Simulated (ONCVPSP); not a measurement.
Configuration tests for Os (ONCV)

```json
{
  "Element": "osmium",
  "Generator": "ONCVPSP 4.0.1",
  "Type": "optimised norm-conserving Vanderbilt (ONCV)",
  "Functional": "PBE",
  "Relativity": "scalar-relativistic",
  "Frozen core": "[Kr] 4d10 4f14",
  "Valence charge": "16",
  "Reference configuration": "5s2 5p6 5d6 6s2",
  "Partial waves": "5s+6s: rc 1.65 bohr, ncon 5, nbas 10, qcut 6.2 1/bohr, 2 projectors; 5p: rc 1.25 bohr, ncon 4, nbas 7, qcut 5.7 1/bohr, 3 projectors, debl 1.3 Ha; 5d: rc 1.60 bohr, ncon 3, nbas 6, qcut 5.4 1/bohr, 2 projectors, debl 1.4 Ha; f scattering state at 0.29 Ha: rc 1.75 bohr, ncon 4, nbas 9, qcut 6.4 1/bohr, 3 projectors, debl 0.7 Ha",
  "Local potential": "polynomial inside 0.90 bohr (lpopt 5, dvloc0 0 Ha)",
  "Core correction": "Teter function, fcfact 5.25, rcfact 1.4"
}
```

In the p channel the program set the typed energies aside and used -1.868, 0.250, 1.550 Ha.

Energies are relative to the spin-unpolarised reference configuration 5s2 5p6 5d6 6s2; without spin polarisation the order of configurations can differ from experiment.

Problem. Give the all-electron excitation energy and the error of the potential for: 5s2 5p6 5d6 6s1; 5s2 5p6 5d6 6s0; 5s2 5p6 5d5 6s0; 5s2 5p6 5d7 6s0.

Solution.

```
valence configuration  charge  ΔE all-electron (eV)  error AE − PS (meV)
      5s2 5p6 5d6 6s1      +1                 9.577                 -4.8
      5s2 5p6 5d6 6s0      +2                26.492                  -16
      5s2 5p6 5d5 6s0      +3                55.339                  -19
      5s2 5p6 5d7 6s0      +1                 9.039                  -20
```

Levels in the configuration 5s2 5p6 5d6 6s1:

```csv
level,all-electron (eV),pseudo (eV)
5s,-99.601,-99.638
5p,-58.918,-58.926
5d,-14.139,-14.137
6s,-13.142,-13.145
```

Note: ghosts flagged at negative energy: s at -69.2 eV, p at -8053.0 eV, f at -44.1 eV; GHOST(+) flagged for p at 359.8 eV. A true bound ghost makes a file unfit for plane-wave use.
